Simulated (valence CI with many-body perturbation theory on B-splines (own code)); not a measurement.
Results of a calculation; reference values are marked as such.
## Ho⁶⁰⁺: what the settings do

Method: relativistic CI+MBPT: five valence electrons over a frozen Dirac-Fock core [He], a basis of 6 s, 6 p, 5 d, 3 f, 1 g functions for each j, with the one-electron correlation potential Σ1 (screened to all orders), the two-electron term Σ2, the three-electron term Σ3, Breit, model QED; selected single and double excitations, second order for the rest, scaled by the run's own slope (own B-spline code, finite nucleus).

No measured spectrum was set against this ion. As an estimate, large intervals hold to a few tenths of a per cent, small ones and those within an open d or f shell to about a per cent. Among the levels kept, up to 1800 cm⁻¹ of a level comes from second order outside the variational space, and about a tenth of that is noise between levels of different J, which matters for small intervals.

The reference run has the lowest level (2s^2 2p1/2^2 2p3/2) J=3/2 and an ionisation energy of 13417.6 eV. Its largest variational space holds 10000 state functions.

Levels are named by their leading jj configuration (3d3/2^4 stands for four electrons in 3d with j = 3/2), which in mixed levels can hold well under half, so a name can repeat and another be missing. Letters in brackets count levels of one name in rising energy.

Changed runs:
A. correlating orbitals by l 3 3 3 2 1 → 3 6 2 3 3
B. averaging of valence orbitals over low configurations on → off; lowest core n in screening and Σ2 1 → 4
C. scale of Σ1 1 → 0.8
D. cutoff of virtual states (hartree) 8978 → 234.72 (bad on purpose)

Excitation energies of the reference run in cm⁻¹, and shifts in cm⁻¹:

```tsv
Level	Reference	A	C	D
(2s^2 2p1/2 2p3/2^2) J=3/2	7049770	-5.1	-272	-4556
(2s^2 2p1/2 2p3/2^2) J=5/2	7232060	-102	-273	-3994
(2s^2 2p1/2 2p3/2^2) J=1/2	7590860	-49	-274	-3229
(2s 2p1/2^2 2p3/2^2) J=5/2	9446630	-125	+221	+48
(2s 2p1/2^2 2p3/2^2) J=1/2	10192800	-114	+218	+1839
(2s 2p1/2^2 2p3/2^2) J=3/2	10204100	-136	+220	+1555
(2s^2 2p3/2^3) J=3/2	14655500	-68	-542	-7594
(2s 2p1/2 2p3/2^3) J=3/2 [a]	16693300	-68	-51	-3787
(2s 2p1/2 2p3/2^3) J=5/2	17006500	-207	-51	-3199
(2s 2p1/2 2p3/2^3) J=1/2	17444900	-121	-52	-2730
(2s 2p1/2 2p3/2^3) J=3/2 [b]	17520700	-173	-52	-2221
(2p1/2^2 2p3/2^3) J=3/2	20166000	-260	+433	+2949
Ionisation energy (eV)	13417.6	+0.0029	-0.062	-1.8
```

Run B: It gave no result: the setting left no core shell for the response of the core. The program said: "need at least one array to concatenate".
